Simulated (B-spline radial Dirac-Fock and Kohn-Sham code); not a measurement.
# Relativistic shifts of the levels of Ir⁴⁰⁺

System: Ir⁴⁰⁺ in the configuration 1s2 2s2 2p6 3s2 3p6 3d10 4s2 4p6 4d1.

Both columns are ΔSCF binding energies of the configuration average from a radial finite-basis atomic code: non-relativistic Hartree-Fock with a point nucleus, and Dirac-Fock with a finite nucleus and the Coulomb interaction alone, averaged over the two j levels with weights 2j+1.

```csv
shell,Hartree-Fock (eV),Dirac-Fock (eV),shift (eV),shift (%)
1s,71608.1,78376.5,+6768.42,+9.45
2s,13531.2,15345.9,+1814.68,+13.41
2p,13047.4,13659.7,+612.28,+4.69
3s,4525.2,4994.6,+469.40,+10.37
3p,4303.3,4484.2,+180.93,+4.20
3d,3897.3,3884.2,-13.17,-0.34
4s,2109.8,2265.9,+156.12,+7.40
4p,2003.4,2066.9,+63.49,+3.17
4d,1841.4,1843.9,+2.47,+0.13
```

Relativity binds 1s, 2s, 2p, 3s, 3p, 4s, 4p, 4d more strongly, among those listed most of all 2s in relative terms, and 3d more weakly, because the contracted s and p shells screen the nucleus better.

Values without a named source are computed, but for edge energies of neutral atoms, which are taken from tables.
